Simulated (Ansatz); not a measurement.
Basis-set extrapolation for `B[SiH](B)[SiH2]C` (PBE0-D4/def2-TZVP geometry, frozen core, Ansatz 0.2.0). Multiplicity 1, RHF reference.

```json
{"": "HF", "def2-TZVPP": "-670.913942", "def2-QZVPP": "-670.935927"}
{"": "MP2 correlation", "def2-TZVPP": "-0.634032", "def2-QZVPP": "-0.675813"}
{"": "CCSD(T) correlation", "def2-TZVPP": "-0.743251", "def2-QZVPP": "not run"}
```

Energies in hartree. Use E(X) = E(∞) + A·exp(−7.88·√X) for Hartree–Fock and E(X) = E(∞) + B·X^(−2.97) for correlation, with X = 3 and 4, and add CCSD(T) minus MP2 of the smaller set to the MP2 limit.

**Question.** What is the CCSD(T) energy at the basis-set limit?

**Answer.** HF limit: -670.935927 + (-0.021985) × 0.13774 = -670.93896. MP2 limit: -0.675813 + (-0.041781) × 0.74074 = -0.70676. Higher-order term: -0.743251 − (-0.634032) = -0.10922. Total: -671.75494 hartree, 256.6 kJ/mol below CCSD(T)/def2-TZVPP.
